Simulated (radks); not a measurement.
Dynamic dipole polarisability and lines of the iron ion Fe14+, [Ne] 3s2. Calculated with a radial shooting solver on a logarithmic mesh with Libxc functionals: non-relativistic Kohn-Sham, LDA (Slater exchange, Perdew-Wang correlation), spin-unpolarised, spherical densities, point nucleus. Time-dependent linear response with the Hartree and adiabatic LDA kernel, continuum included through the Sternheimer equations. Lines are the poles of the dipole polarisability below minus the highest occupied eigenvalue, found on a grid refined at the orbital gaps; the lowest seven at most are given, and weak or close lines can be missed. The first line takes the name of the lowest orbital gap if no other gap lies below it; otherwise a line is named after a gap within 0.6 % of it, if that gap stands alone.

photon energy (eV),alpha (bohr^3)
0,0.3267
21.574,0.4441
50.339,-0.6228
79.105,-0.1007
107.87,-0.05075
136.64,-0.01239
165.40,0.001937
194.17,0.01733
222.93,0.1047
251.70,-0.02881
280.46,-0.004921
309.23,0.05395
337.99,-0.001642
366.76,-0.001633
395.52,-0.004084
424.29,-0.002428

Lines (eV, oscillator strength): 41.258 (30.05 nm, 3s-3p), f = 0.717; 230.00 (5.391 nm, 3s-4p), f = 0.454; 312.09 (3.973 nm, 3s-5p), f = 0.136; 353.30 (3.509 nm, 3s-6p), f = 0.0615; 377.08 (3.288 nm, 3s-7p), f = 0.0337; 392.07 (3.162 nm, 3s-8p), f = 0.0207; 402.14 (3.083 nm, unassigned), f = 0.0137. Higher lines, where found, are left out when the end of the mesh affects them. Those listed give 98 % of the static polarisability (sum of f/w^2). Orbital energy gaps for comparison: 3s-3p 32.668 eV; 3s-4p 230.70 eV; 3s-5p 312.38 eV; 3s-6p 353.45 eV; 3s-7p 377.17 eV.
